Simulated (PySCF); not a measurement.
H₄N+, SMILES [NH4+], charge +1.

Geometry: r2SCAN-D4/def2-TZVPD.

Vertical ionisation energy (IE) and electron affinity (EA) in eV. Rows of orbital energies are one-electron estimates. Where ΔSCF, EOM or ADC give a negative EA the extra electron is unbound and the value depends on the basis.

```
level                                                IE    EA
------------------------------------------------  -----  ----
−ε(HOMO), −ε(LUMO), HF/def2-TZVPD (PySCF)         27.19  3.75
−ε(HOMO), −ε(LUMO), CAM-B3LYP/def2-TZVPD (PySCF)  24.33  5.37
EOM-CCSD/aug-cc-pVDZ (PySCF)                      26.53  4.46
ADC(2)/aug-cc-pVDZ (PySCF)                        26.01  4.47
```

Q: Give the lowest 1s main lines (those of the lightest heavy element) from CVS-ADC(2)-x/aug-cc-pVDZ (PySCF, non-relativistic), with pole strengths. (Estimate from the structure and the level; the computed values follow.)

A: 417.7 eV (1.57).

Q: Beyond the first one, list the lowest photoelectron lines from ADC(2)/aug-cc-pVDZ (PySCF) with their pole strengths (two spins summed). (An estimate is asked for; the answer gives what the named calculation found.)

A: 38.91 eV (1.76).
